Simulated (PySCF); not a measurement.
Molecule: `C=N[Si@H](C)CC`, C₄H₁₁NSi.

Cartesian coordinates in Å; atom numbers follow the order of the lines, from 1:
```xyz
17

C     2.577   -0.283    0.155
N     1.493    0.284    0.392
Si   -0.054    0.343   -0.372
C    -0.371    2.191   -0.657
C    -1.244   -0.362    0.936
C    -0.960   -1.816    1.290
H     3.410   -0.149    0.842
H     2.775   -0.921   -0.712
H    -0.212   -0.400   -1.638
H    -1.394    2.362   -0.975
H     0.286    2.589   -1.423
H    -0.203    2.761    0.250
H    -2.270   -0.279    0.574
H    -1.185    0.241    1.843
H    -1.659   -2.180    2.041
H    -1.045   -2.450    0.410
H     0.049   -1.919    1.684
```

Frames of a GFN2-xTB Langevin trajectory at 400 K; GIAO PBE0/pcSseg-1 shieldings in PySCF 2.14.0 with density-fitted response routines, gas phase, non-relativistic; equivalent atoms averaged within each frame.

Referencing at the same level of theory: ¹³C (186.93 ppm) and ²⁹Si (349.16 ppm) and ¹H (31.72 ppm) against TMS; ¹⁵N (267.73 ppm) against NH3. The references are static minima.

**Question.** How do the shifts (ppm) fluctuate along the trajectory?

**Answer.** 
```csv
time (fs),C1,C6,C5,C4,N2,Si3,H7,H8,H9,H15/H16/H17
optimised geometry,171.2,9.5,11.0,-1.3,433.4,-12.6,8.68,8.80,4.97,0.94
250,164.0,15.4,10.2,-0.5,463.4,0.0,8.59,8.45,4.80,1.83
425,176.9,7.8,9.8,-7.1,464.5,-10.8,8.34,8.88,5.02,0.77
625,165.4,11.0,22.4,3.4,409.2,-20.4,9.19,9.56,5.20,1.44
800,172.9,9.8,8.1,-1.6,433.4,-2.5,8.50,9.09,5.26,0.90
1000,172.6,4.1,5.4,4.5,428.2,-8.3,8.86,9.42,4.67,0.15
mean of frames,170.4,9.6,11.2,-0.3,439.7,-8.4,8.70,9.08,4.99,1.02
standard deviation,5.5,4.2,6.6,4.6,23.8,8.0,0.34,0.44,0.25,0.64
```

5 frames give an uncertainty of the mean of about the standard deviation over 2.2 at best, since frames this close in time may not be independent; classical motion lacks zero-point vibration, and the reference would need the same averaging.
